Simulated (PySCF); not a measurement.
B(OH)(OMe)(SiH3) (CH7BO2Si), SMILES COB(O)[SiH3]. Atoms are numbered in the order given.

```xyz
12

B      0.6440    -0.0339     0.0000
O      1.9689     0.2861     0.0000
H      2.1342     1.2352     0.0000
O      0.3681    -1.3599     0.0000
C     -0.9153    -1.9339     0.0000
H     -1.0368    -2.5682    -0.8930
H     -1.0368    -2.5682     0.8930
H     -1.7220    -1.1793     0.0000
Si    -0.8020     1.4259     0.0000
H     -1.6892     1.3515     1.2025
H     -1.6892     1.3515    -1.2025
H     -0.1556     2.7777     0.0000
```
Charge 0, spin multiplicity 1.

Coordinates come from a B3LYP-D3(BJ)/def2-SVP optimisation. The structure was generated by enumeration, and PubChem lists no compound with its InChIKey, so it may never have been made. The values are those of a single conformer.

Vertical ionisation energy (IE) and electron affinity (EA) in eV. Rows of orbital energies are one-electron estimates. Where ΔSCF, EOM or ADC give a negative EA the extra electron is unbound and the value depends on the basis.

```tsv
level	IE	EA
−ε(HOMO), −ε(LUMO), CAM-B3LYP/def2-TZVP (PySCF)	9.33	-0.81
−ε(HOMO), −ε(LUMO), PBE/def2-TZVP (PySCF)	(withheld)	(withheld)
```

Question: Complete the blanks. (The exact figures need the calculation; the answer reports its results.)

Answer: 
- −ε(HOMO), −ε(LUMO), PBE/def2-TZVP (PySCF), IE: 6.60
- −ε(HOMO), −ε(LUMO), PBE/def2-TZVP (PySCF), EA: 1.18
